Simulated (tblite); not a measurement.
Compound: C₆H₄N (doublet state).
SMILES with atom numbers: `[H]/[N:7]=[C:6]/[C:5]#[C:4][CH:3]=[C:2]=[CH2:1]` (hydrogens: H8, H9 on C1; H10 on C3; H11 on N7)

Computed geometry: GFN2-xTB, gas phase. This method treats the open shell by occupation alone, without spin polarisation.

Problem. What internal coordinates does the optimisation give?

Solution. 
```
  bond  length (pm)   order
 C1=C2        129.0  double
 C2=C3        132.6  double
 C3–C4        137.3  single
 C4≡C5        124.6  triple
 C5–C6        129.7  single
 C6=N7        122.1  double
 C1–H8        108.2  single
 C1–H9        108.2  single
C3–H10        108.6  single
N7–H11        101.2  single
```

Orders are formal, as drawn. A selection of angles:
```
    angle  degrees
 C2–C1–H8    122.2
 C2–C1–H9    122.2
 H8–C1–H9    115.5
 C1–C2–C3    179.3
 C2–C3–C4    125.3
C2–C3–H10    119.0
C4–C3–H10    115.7
 C3–C4–C5    175.2
 C4–C5–C6    170.1
 C5–C6–N7    160.0
C6–N7–H11    122.5
```

Dihedral angles: H11–N7–C6–C5 180° (antiperiplanar). The mirror-image conformer, all signs reversed, is as good.

The C–C distances run from 1.246 Å (C4≡C5, drawn triple in a drawing that doesn't fit all lengths) to 1.373 Å (C3–C4, drawn single in a drawing that doesn't fit all lengths), a spread of 0.127 Å. N7 (nitrogen bonded to C and H) is bent (angle 122.5°). C1 (carbon bonded to C and 2 H) is planar (angles 122.2°, 122.2° and 115.5°, sum 360.0°, 0.00 Å off the plane of its three neighbours). C3 (carbon bonded to 2 C and H) is planar (angles 125.3°, 119.0° and 115.7°, sum 360.0°, 0.01 Å off the plane of its three neighbours).

Point group: C1 (no symmetry element, even within 0.4 Å). Its GFN2-xTB frequencies are all real (lowest 68 cm⁻¹).
